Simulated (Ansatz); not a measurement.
CH5O (SMILES C[OH2+]) at its CCSD(T)/cc-pVDZ minimum, average atomic masses, point group Cs.
(charge 1, multiplicity 1):
```csv
atom,x (Å),y (Å),z (Å)
C,-0.8077,0.1347,0.1030
O,0.6757,-0.1046,-0.1319
H,-1.3059,-0.5968,-0.5475
H,-0.9721,1.1663,-0.2365
H,-1.0177,-0.0141,1.1723
H,0.9531,-1.0153,0.1039
H,1.2428,0.5153,0.3739
```

Frozen-core correlation.

Run with Ansatz (an electronic-structure program). 

Harmonic frequencies (cm⁻¹): 274 793 827 947 1172 1292 1458 1473 1477 1693 3110 3253 3261 3657 3744.

Work out the rotational constants, the zero-point energy, and the ideal-gas entropy and heat capacity at 298.15 K and 1 bar (rigid rotor, harmonic oscillator).


Principal moments 4.970, 24.129, 25.022 u Å² give 16.8576/I = 3.392, 0.6986, 0.6737 cm⁻¹. Zero point: Σω/2 = 14215 cm⁻¹ = 40.64 kcal/mol. Translation R(1.5 ln M + 2.5 ln T − 1.1517) with M = 33.050 u: 152.48 J/(mol K). Rotation with σ = 1: q = 4184.6, S = R(ln q + 3/2) = 81.81. Vibration, summed over R(u/(eᵘ − 1) − ln(1 − e⁻ᵘ)) with u = 1.43878ω/T: 9.23, of which the lowest mode gives 6.57. S° = 243.5 J/(mol K); C_p = 4R + 17.13 = 50.39 J/(mol K).
